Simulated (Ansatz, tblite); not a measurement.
Cost and result up the ladder for AlCl₃ (4 atoms). Charge 0, multiplicity 1. Geometry: PBE-D4/def2-TZVP.

Cartesian coordinates in Å:
```
Al 0.000 0.000 0.000
Cl -1.161 -1.544 -0.783
Cl 0.227 0.191 2.063
Cl 0.934 1.354 -1.281
```

Ansatz on 4 threads of Arm Neoverse V2 on a shared host; xTB runs through tblite on one thread. Times are rough, summed over both states, and most runs start from the orbitals of an earlier one. PBE0-D4/def2-TZVP serves as the yardstick here, not as an exact answer. The other state is a triplet.

The xTB rows come from tblite.

xTB has no spin-polarisation term.

| level | functions | wall time |
| --- | --- | --- |
| GFN1-xTB | 36 | 0.007 s |
| GFN2-xTB | 36 | 0.007 s |
| PBE-D4/def2-TZVP | 148 | 2.4 s |
| PBE0-D4/def2-TZVP | 148 | 4 s |
| r2SCAN-D4/def2-TZVP | 148 | 6.3 s |

Estimate what each level gives for the vertical triplet (eV).


| level | vertical triplet (eV) | difference from PBE0-D4/def2-TZVP (eV) |
| --- | --- | --- |
| GFN1-xTB | 5.21 | -1.06 |
| GFN2-xTB | 4.53 | -1.75 |
| PBE-D4/def2-TZVP | 5.62 | -0.66 |
| PBE0-D4/def2-TZVP | 6.27 | 0.00 |
| r2SCAN-D4/def2-TZVP | 6.05 | -0.23 |
